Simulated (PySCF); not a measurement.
UHF on V⁺ (vanadium, charge +1)

Configuration: [Ar] 3d4, high-spin 5D determinant. Calculation: PySCF 2.14, in x2c-SVPall (5s3p3d1f, 36 functions); scalar relativity by spin-free X2C-1e.

- Total energy: -947.759755 hartree
- One-electron energy: -1299.4060 hartree
- Hartree (Coulomb) energy: 396.3650 hartree
- Exchange energy: -44.7188 hartree
- ⟨S²⟩: 6.0009
- ⟨L²⟩: 6.018
- Sum of ⟨r⟩: 16.38 bohr
- Sum of ⟨r²⟩: 21.86 bohr²
- Traceless quadrupole moment −½Σ⟨3z² − r²⟩ along its main axis: -0.940 e·bohr²
- Langevin diamagnetic susceptibility: -17.3 ×10⁻⁶ cm³/mol
- Time after the integrals: 0.24 s of wall time on 1 thread of Neoverse-N1 (shared host)

```json
{"shell": "1s α", "electrons": "1", "mean orbital energy (eV)": "-5520.7", "spread (eV)": "0", "rms radius, mean of both spins (bohr)": "0.0768"}
{"shell": "1s β", "electrons": "1", "mean orbital energy (eV)": "-5520.7", "spread (eV)": "0", "rms radius, mean of both spins (bohr)": "0.0768"}
{"shell": "2s α", "electrons": "1", "mean orbital energy (eV)": "-658.57", "spread (eV)": "0", "rms radius, mean of both spins (bohr)": "0.333"}
{"shell": "2s β", "electrons": "1", "mean orbital energy (eV)": "-656.77", "spread (eV)": "0", "rms radius, mean of both spins (bohr)": "0.333"}
{"shell": "2p α", "electrons": "3", "mean orbital energy (eV)": "-547.40", "spread (eV)": "0.053", "rms radius, mean of both spins (bohr)": "0.303"}
{"shell": "2p β", "electrons": "3", "mean orbital energy (eV)": "-545.57", "spread (eV)": "0.576", "rms radius, mean of both spins (bohr)": "0.303"}
{"shell": "3s α", "electrons": "1", "mean orbital energy (eV)": "-92.779", "spread (eV)": "0", "rms radius, mean of both spins (bohr)": "1.03"}
{"shell": "3s β", "electrons": "1", "mean orbital energy (eV)": "-86.050", "spread (eV)": "0", "rms radius, mean of both spins (bohr)": "1.03"}
{"shell": "3p α", "electrons": "3", "mean orbital energy (eV)": "-61.531", "spread (eV)": "1.011", "rms radius, mean of both spins (bohr)": "1.12"}
{"shell": "3p β", "electrons": "3", "mean orbital energy (eV)": "-53.151", "spread (eV)": "1.636", "rms radius, mean of both spins (bohr)": "1.12"}
{"shell": "3d α", "electrons": "4", "mean orbital energy (eV)": "-15.650", "spread (eV)": "1.484", "rms radius, mean of both spins (bohr)": "1.69"}
```

Densities and radii are taken from the X2C orbitals without a picture-change correction, which distorts them close to the nucleus.
